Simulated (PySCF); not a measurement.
Predicted microwave data (B3LYP/def2-SVPD in PySCF (dipole) on a GFN2-xTB geometry, gas phase) for one isomer of C5H6N2Si:

| Item | Value |
| --- | --- |
| Rotational constants | A = 5777, B = 925.5, C = 805.2 MHz |
| Dipole components | \|μa\| = 6.48 D, \|μb\| = 0.72 D, \|μc\| = 0.00 D |
| Inertial defect | -5.90 u·Å² |
| κ | -0.95 |

Question: Which structure is it? (One computed conformer of each.)
A. `[CH3:1][C:2]#[C:3]/[CH:4]=[N:5]\[SiH2:6][C:7]#[N:8]` with C4–N5–Si6–C7 4°
B. `N#Cc1ccn([SiH3])c1`
C. `C#CC1=CN=CN1[SiH3]`

Answer: B. It is N#Cc1ccn([SiH3])c1, a near-prolate asymmetric top. The candidates at the same level (rigid rotor, commonest isotopes):

```
            SMILES  A (MHz)  B (MHz)  C (MHz)  μa (D)  μb (D)  μc (D)  Δ (u·Å²)  point group                        rotor
CC#C/C=N\[SiH2]C#N     2335     1382    883.2    0.84    1.63    0.18     -9.80            –               asymmetric top
N#Cc1ccn([SiH3])c1     5777    925.5    805.2    6.48    0.72    0.00     -5.90      near Cs  near-prolate asymmetric top
  C#Cc1cncn1[SiH3]     2190     1941     1042    2.40    2.15    0.00     -5.93           Cs               asymmetric top
```

`CC#C/C=N\[SiH2]C#N` has A 60 % too low; `C#Cc1cncn1[SiH3]` has B 110 % too high. No structure here is proved a minimum.
